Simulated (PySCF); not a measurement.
Species: C8H11NO.
SMILES with atom numbers: `[CH3:1][C:2](=[O:3])[NH:4][C:5]1=[CH:6][CH2:7][CH:8]=[CH:9][CH2:10]1`

Cartesian coordinates in Å at the GFN2-xTB level; atoms count from 1:
```xyz
21
C8H11NO angstrom
C     -3.5638   -0.4351   -0.4616
C     -2.1521   -0.8272   -0.0640
O     -1.8760   -1.9106    0.3983
N     -1.2593    0.1777   -0.2910
C      0.1251    0.2118   -0.0591
C      0.8076    1.3133   -0.3599
C      2.2812    1.4652   -0.1568
C      2.9088    0.2375    0.4219
C      2.2317   -0.8556    0.7205
C      0.7584   -1.0129    0.5226
H     -3.8890    0.4312    0.1109
H     -4.2321   -1.2675   -0.2617
H     -3.6025   -0.1908   -1.5212
H     -1.6315    1.0322   -0.6836
H      0.2986    2.1728   -0.7788
H      2.7616    1.7048   -1.1145
H      2.4756    2.3212    0.5027
H      3.9760    0.2898    0.5887
H      2.7327   -1.7180    1.1378
H      0.2790   -1.2526    1.4776
H      0.5608   -1.8703   -0.1293
```

NICS is the negative of the GIAO shielding at a point without a nucleus: at the ring centre (0) and 1 Å above and below it (1); zz is the component along the ring normal. Level: GIAO PBE0/pcSseg-1 (PySCF, non-relativistic, gas phase) on the GFN2-xTB geometry, one conformer.

Ring bond lengths (Å), with Mayer bond orders in brackets: C5–C6 1.330 (1.80), C6–C7 1.495 (1.07), C7–C8 1.495 (1.06), C8–C9 1.320 (1.93), C9–C10 1.495 (1.04), C10–C5 1.496 (1.04).

Problem. What do the NICS probes read (ppm)?

Solution. 
```tsv
ring	type	NICS(0)	NICS(1), two faces	NICS(1)zz, two faces	rms pucker (Å)	centre to ring atoms, mean (Å)
C5–C6–C7–C8–C9–C10	6-membered carbocycle; formal bonds 2 double, 4 single	1.0	-0.9 / -0.8	3.0 / 3.0	0.00	1.44
```

Problem. What do they say, and how far can they be read as aromaticity?

Solution. 
- C5–C6–C7–C8–C9–C10: mean NICS(1)zz 3.0 ppm, near zero. C7, C10 have four or more neighbours, so the value isn't read as a sign of a π ring current.

Problem. What field does 11.7 T along the ring normal induce along that normal at the first NICS(1) probe listed for ring C5–C6–C7–C8–C9–C10, 1 Å off the ring?

Solution. NICSzz × B0 = 3.0 ppm × 11.7 T = 35 μT, along the applied field.

Problem. Give the inner angles of the rings and the Hirshfeld charges of the ring atoms.

Solution. 
- C5–C6–C7–C8–C9–C10: C5 123.3° (+0.050 e), C6 124.0° (-0.085 e), C7 112.5° (-0.071 e), C8 123.5° (-0.054 e), C9 124.2° (-0.049 e), C10 112.5° (-0.077 e); sum 720.0° against 720° for a flat convex ring.

Problem. What are the shieldings of the ring atoms and their hydrogens in the same run (means over atoms taken as equivalent)?

Solution. 
```json
{"atoms": "C5", "environment": "vinylic carbon bearing nitrogen", "σ isotropic (ppm)": "44.7", "principal values of the symmetric part, first atom (ppm)": "-64.0, 62.5, 135.5"}
{"atoms": "C6", "environment": "alkene CH carbon", "σ isotropic (ppm)": "83.9", "principal values of the symmetric part, first atom (ppm)": "-1.1, 102.1, 150.8"}
{"atoms": "C7", "environment": "allylic carbon", "σ isotropic (ppm)": "156.6", "principal values of the symmetric part, first atom (ppm)": "138.3, 165.7, 165.9"}
{"atoms": "C8", "environment": "alkene CH carbon", "σ isotropic (ppm)": "57.8", "principal values of the symmetric part, first atom (ppm)": "-54.7, 65.3, 162.7"}
{"atoms": "C9", "environment": "alkene CH carbon", "σ isotropic (ppm)": "55.4", "principal values of the symmetric part, first atom (ppm)": "-58.6, 64.4, 160.5"}
{"atoms": "C10", "environment": "allylic carbon", "σ isotropic (ppm)": "155.1", "principal values of the symmetric part, first atom (ppm)": "138.9, 159.0, 167.5"}
{"atoms": "H15", "environment": "vinylic hydrogen", "σ isotropic (ppm)": "27.00", "principal values of the symmetric part, first atom (ppm)": "24.0, 26.8, 30.2"}
{"atoms": "H16 (×2)", "environment": "methylene hydrogen", "σ isotropic (ppm)": "28.69", "principal values of the symmetric part, first atom (ppm)": "24.5, 26.9, 34.7"}
{"atoms": "H18", "environment": "vinylic hydrogen", "σ isotropic (ppm)": "25.88", "principal values of the symmetric part, first atom (ppm)": "23.8, 26.1, 27.8"}
{"atoms": "H19", "environment": "vinylic hydrogen", "σ isotropic (ppm)": "25.70", "principal values of the symmetric part, first atom (ppm)": "23.6, 25.9, 27.7"}
{"atoms": "H20 (×2)", "environment": "methylene hydrogen", "σ isotropic (ppm)": "27.93", "principal values of the symmetric part, first atom (ppm)": "22.8, 28.4, 32.7"}
```
